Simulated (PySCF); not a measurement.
[Sc(F)(NH2)2], neutral singlet in the gas phase. 

Cartesian coordinates (Å):
```xyz
8

Sc     0.0193    -0.0695    -0.3278
F     -1.5827    -0.0370    -1.2426
N      0.9675    -1.7885    -0.0457
H      0.6732    -2.7204    -0.3679
H      1.8579    -1.9181     0.4543
N      0.8096     1.6060     0.3822
H      0.4338     2.5604     0.3013
H      1.6912     1.6819     0.9087
```
Charge 0, multiplicity 1.

All levels are single points at this geometry (BP86-D3(BJ)/def2-SVP); Pople sets use spherical d functions. Orbital energies aren't observables, and empty levels follow the basis.

HF/STO-3G in PySCF gives HOMO (eV) = -8.13.

Problem. Estimate the HOMO (eV) from each of these levels: B3LYP-D3(BJ)/def2-TZVP in PySCF; TPSSh-D3(BJ)/def2-TZVP in PySCF; B3LYP/3-21G in PySCF; B3LYP/6-311+G** (LANL2DZ on Sc) in PySCF; B3LYP/6-31G* (LANL2DZ on Sc) in PySCF; M06-2X/6-31G* (LANL2DZ on Sc) in PySCF; SVWN5/6-31G* (LANL2DZ on Sc) in PySCF; HF/3-21G in PySCF.

Solution. 
```
level                                     HOMO (eV)
----------------------------------------  ---------
B3LYP-D3(BJ)/def2-TZVP in PySCF               -6.78
TPSSh-D3(BJ)/def2-TZVP in PySCF               -6.21
B3LYP/3-21G in PySCF                          -5.91
B3LYP/6-311+G** (LANL2DZ on Sc) in PySCF      -6.94
B3LYP/6-31G* (LANL2DZ on Sc) in PySCF         -6.57
M06-2X/6-31G* (LANL2DZ on Sc) in PySCF        -8.21
SVWN5/6-31G* (LANL2DZ on Sc) in PySCF         -5.59
HF/3-21G in PySCF                             -9.85
```
